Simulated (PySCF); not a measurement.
These 2 structures share the formula C10H11N. The calculation used PySCF 2.14.0, PBE0-D3(BJ)/def2-SVP geometry optimisation, gas phase. One conformer each; no zero-point energy, no entropy. No frequencies were run at this level. Point groups hold within 0.08 Å.

Problem. Order them by energy at this level, lowest first, and give relative energies in kJ/mol.
A. `[CH3:1]/[N:2]=[CH:3]/[C@:4]12[C@H:5]3[C@@H:6]4[C@@H:7]5[C@H:8]3[C@H:9]1[C@@H:10]5[C@H:11]24` with N2–C3–C4–C5 -1°
B. `C#CC1=CC=C(N(C)C)C=C1`

Solution. B (0.0), A (304.3).

As drawn, the lower has an aromatic ring and a C≡C bond, which the higher lacks; the higher has a four-membered ring, a C=N bond and a quaternary carbon, which the lower lacks.

| SMILES | E (Eh) | E rel (kJ/mol) | dipole (D) | point group | A, B, C (MHz) |
| --- | --- | --- | --- | --- | --- |
| C#Cc1ccc(N(C)C)cc1 | -441.53912 | 0.0 | 3.62 | near C2v | 3486, 578.9, 499.6 |
| C/N=C/[C@]12[C@H]3[C@@H]4C5[C@H]3[C@H]1[C@@H]5[C@@H]42 | -441.42323 | 304.3 | 1.17 | Cs | 3159, 785.2, 775.6 |
